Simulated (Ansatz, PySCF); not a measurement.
Molecule: CH5O2Si, charge 0, multiplicity 2. It need not be the lowest isomer of its formula. 
Structure (B3LYP-D3(BJ)/def2-TZVP (Ansatz, an electronic-structure program) minimum search):
```
Si
O 1 1.6522
H 2 0.9615 1 117.29
O 1 1.6641 2 106.44 3 -45.50
H 4 0.9607 1 117.47 2 156.53
C 1 1.8763 2 105.11 3 -164.74
H 6 1.0906 1 111.13 2 179.35
H 6 1.0906 7 108.62 1 -121.88
H 6 1.0937 7 108.86 8 -118.32
```
Charge 0, spin multiplicity 2.

Dipole moments at this geometry, in debye (magnitudes).

```tsv
level	program	dipole (D)
SVWN5/def2-TZVPD	Ansatz	1.23
PBE/def2-TZVPD	Ansatz	1.22
BLYP/def2-TZVPD	Ansatz	1.26
revPBE/def2-TZVPD	Ansatz	1.22
r2SCAN/def2-TZVPD	PySCF	1.30
B97M-V/def2-TZVPD	Ansatz	1.28
PBE0/def2-TZVPD	Ansatz	1.33
BHLYP/def2-TZVPD	Ansatz	1.49
TPSSh/def2-TZVPD	PySCF	1.31
r2SCANh/def2-TZVPD	Ansatz	1.34
HSE06/def2-TZVPD	Ansatz	(withheld)
LC-wPBE/def2-TZVPD	Ansatz	1.41
wB97X-V/def2-TZVPD	Ansatz	1.35
CCSD(T)/aug-cc-pV(D+d)Z	Ansatz	(withheld)
```

Task: Fill in the missing entries.

Result: 
- HSE06/def2-TZVPD, dipole (D): 1.33
- CCSD(T)/aug-cc-pV(D+d)Z, dipole (D): 1.36
